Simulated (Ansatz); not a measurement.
`[SiH3]C1BO1` and `B1CO1` differ in one atom or group.

Ansatz, PBE0-D4/def2-TZVP geometries, multiplicity 1. 

| property | `[SiH3]C1BO1` |
| --- | --- |
| zero-point energy (PBE0-D4/def2-TZVP) / kJ/mol | 150.0 |
| HOMO energy (PBE0/def2-TZVPP) / eV | -8.22 |
| HOMO–LUMO gap (B3LYP/def2-TZVPP) / eV | 7.14 |
| size of the dipole moment (B3LYP/def2-TZVPP) / D | 1.28 |
| ideal-gas entropy at 298 K and 1 bar (rigid rotor, harmonic PBE0-D4/def2-TZVP) / J/(mol·K) | 305 |
| HOMO–LUMO gap (PBE0/def2-TZVPP) / eV | 7.60 |

(1) What does the change do to each property? (Estimate.)

Results:

(1) The calculation gave: 
| property | `B1CO1` | shift |
| --- | --- | --- |
| zero-point energy (PBE0-D4/def2-TZVP) / kJ/mol | 111.0 | -39.0 |
| HOMO energy (PBE0/def2-TZVPP) / eV | -8.29 | -0.07 |
| HOMO–LUMO gap (B3LYP/def2-TZVPP) / eV | 7.39 | 0.25 |
| size of the dipole moment (B3LYP/def2-TZVPP) / D | 1.30 | 0.02 |
| ideal-gas entropy at 298 K and 1 bar (rigid rotor, harmonic PBE0-D4/def2-TZVP) / J/(mol·K) | 248 | -57 |
| HOMO–LUMO gap (PBE0/def2-TZVPP) / eV | 7.87 | 0.27 |

With PBE0 the HOMO falls by 0.07 eV and the LUMO rises by 0.20 eV, so the gap widens by about 0.27 eV. PBE moves the HOMO by 0.00 eV and ωB97M-V by -0.14 eV. The zero-point energy changes by -39.0 kJ/mol with -9 modes. Dipoles are sizes alone; their direction can turn.

B3LYP here is the variant with VWN-RPA as its local correlation; programs differ in this.
